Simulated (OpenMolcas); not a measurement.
## Ionisation energies of gadolinium

```
Program             : OpenMolcas 26.06
Basis               : ANO-R2 [8s6p5d3f1g]
Scalar Hamiltonian  : X2C, finite nucleus
Spin-orbit coupling : RASSI with atomic mean-field integrals over the reference wave functions, term energies averaged over their components
```

Active shells in each charge state: the valence f shell, with orbitals averaged over the low states. Where CASPT2's correlated closed shells are named, they are those of the first ion.

A. CASSCF
B. SS-CASPT2, IPEA 0.25 Eh, imaginary shift 0.1 Eh (closed shells correlated: 5s 5p)
C. SS-CASPT2, IPEA 0 Eh, imaginary shift 0.1 Eh (closed shells correlated: 5s 5p)
D. SS-CASPT2, IPEA 0.25 Eh, imaginary shift 0.1 Eh (closed shells correlated: 4d 5s 5p)

Energies in eV between the lowest computed levels, named as in B; reference values from the NIST Atomic Spectra Database with their kind.

```csv
From,To,A,B,C,D,Spin-orbit share in B,Reference
Gd3+ 4f⁷ ⁸S°_7/2,Gd4+ 4f⁶ ⁷F₀,42.555,44.784,44.914,44.768,-0.430,44.440 (semi-empirical)
```

The lowest level within the active space need not be the ion's true ground level.

° marks odd parity.
